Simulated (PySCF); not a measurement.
Q: Write a Z-matrix for InChI=1S/C2H8OSSi/c1-4-2-3-5/h2H2,1,5H3 as optimised with PBE0-D3(BJ)/def2-SVP.

A: 
Z-matrix in Å and degrees, rows numbered from 1:
```
C 
S   1  1.8046
C   2  1.7984  1   98.97
O   3  1.3973  2  111.91  1   -64.31
Si  4  1.6695  3  123.68  2  -171.26
H   1  1.0985  2  107.15  3   174.88
H   1  1.0987  2  110.08  3    56.45
H   1  1.1010  2  111.59  3   -66.01
H   3  1.1064  2  104.88  1   173.87
H   3  1.1070  2  109.06  1    58.43
H   5  1.4964  4  110.36  3    57.77
H   5  1.4970  4  110.90  3   -62.24
H   5  1.4860  4  106.41  3   177.87
```

Si5 (oxygen-bound silicon) is tetrahedral (angles from 106.4° to 110.9°). Of the pairs four or more bonds apart, O4···H7 is among the closest relative to their van der Waals radii: 2.71 Å, 99 % of the sum of Bondi's values.

Method used: PBE0-D3(BJ)/def2-SVP geometry optimisation, gas phase (PySCF 2.14.0).

Point group: C1 (no symmetry element, even within 0.4 Å). Not checked by PBE0-D3(BJ)/def2-SVP frequencies. The numbers are those of one conformer (C1–S2–C3–O4 -64°, S2–C3–O4–Si5 -171°).

Time: 39 s; peak memory 0.51 GiB. Hardware: Arm Neoverse V1, one thread, no GPU, shared host. These figures are those of the optimisation.
